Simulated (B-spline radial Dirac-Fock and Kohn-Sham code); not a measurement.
## Binding energies of Gd³²⁺ at several levels of theory

System: gadolinium as Gd³²⁺ in the configuration [Ar] 3d10 4s2 4p2.

The density-functional columns are spherical, spin-unpolarised Dirac-Kohn-Sham results without Breit or QED terms: −ε is minus the orbital energy of the initial state and ΔSCF the difference of two total energies. The reference in the last column comes from Dirac-Fock ΔSCF + Breit + QED. All numbers are from a radial finite-basis atomic code, in eV; a selection of levels is shown. For the 1s level of heavy atoms much of the gap between ΔSCF and the reference is the Breit and QED part, -215.9 eV here; for other levels the error of the functional can be larger.

```tsv
level	LDA −ε	LDA ΔSCF	Dirac-Fock
1s	51231.8	51715.1	51511.6
2s	9469.7	9576.9	9634.2
2p1/2	9062.4	9192.5	9187.5
2p3/2	8365.2	8484.3	8497.6
3s	2985.3	3030.9	3074.3
3p1/2	2810.3	2857.9	2882.4
3p3/2	2662.4	2707.8	2733.4
3d3/2	2363.6	2414.6	2413.8
3d5/2	2330.8	2381.0	2381.9
4s	1376.8	1399.9	1395.0
4p	1273.9	1296.5	1292.7
```

Values without a named source are computed, but for edge energies of neutral atoms, which are taken from tables.
